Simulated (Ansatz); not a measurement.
Calculated with Ansatz (gas phase, PBE0-D4/def2-TZVP geometries, no zero-point term in ΔE). CBS: MP2 limit from def2 TZ/QZ plus the TZ coupled-cluster correction, frozen cores. This one scheme is used for every species. DFT in def2-TZVPP. Each species was taken in one conformer, which may not be the lowest.

Reaction (ligand exchange at the Al–S bond): `C[S][Al]([F])[Cl]` + CH₃NH₂ → `C[NH][Al]([F])[Cl]` + CH₃SH

```
             level  ΔE (kJ/mol)
         CAM-B3LYP          4.9
RPA@PBE/def2-TZVPP          6.3
      MP2/def2-SVP          7.4
     CCSD/def2-SVP          5.6
```

Question: What does CCSD(T)/CBS give? (An estimate is asked.)

Answer: Computed: +12.8 kJ/mol. The listed levels differ from it by -7.9, -6.5, -5.4, -7.2 kJ/mol.

Largest T1 diagnostic among the species: 0.011.

Leaving LDA and LC-ωPBE aside and taking each functional with its dispersion term where it has one, the values, not all of them listed here, spread over 12.7 kJ/mol, from CAM-B3LYP-D4 to revPBE-D4. LDA lies −4.9 kJ/mol from PBE without D4. At CCSD(T), def2-SVP lies −5.8 kJ/mol from the extrapolated value and def2-TZVPP −3.8 kJ/mol.
